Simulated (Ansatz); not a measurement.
`C[SiH2]C(O)F` + `[NH2][SnH3]` → `C[SiH2][NH][SnH3]` + `OCF`  (ligand exchange at the Si–C bond)

Gas-phase electronic energies from Ansatz, PBE0-D4/def2-TZVP geometries. CBS: MP2 limit from def2 TZ/QZ plus the TZ coupled-cluster correction, frozen cores. Functionals use def2-TZVPP. Elements past krypton have def2 core potentials. For Sn outer-core shells are correlated without core-valence functions, which leaves a few kJ/mol of doubt a bond. One conformer a species, not always the lowest.

```
            species  PBE energy (Eh)
     `C[SiH2]C(O)F`       -544.66471
      `[NH2][SnH3]`       -271.97925
`C[SiH2][NH][SnH3]`       -601.83118
              `OCF`       -214.83979
```

Work out ΔE.

ΔE = (-601.83118) + (-214.83979) − (-544.66471) − (-271.97925) = -0.02701 Eh = -70.9 kJ/mol. CCSD(T)/CBS gives -90.6 kJ/mol.

Largest T1 diagnostic among the species: 0.013.

The D4 term adds −5.7 kJ/mol with B3LYP and −3.2 kJ/mol with PBE0; it sums over pairs of atoms, weighted by their polarisabilities, and B3LYP, whose exchange is more repulsive, gets the larger term. In def2-TZVPP, CCSD(T) changes the Hartree–Fock value by +9.3 kJ/mol (the triples alone add +1.5 kJ/mol) and MP2 by +4.0 kJ/mol.

B3LYP here is the variant with VWN-RPA as its local correlation; programs differ in this.
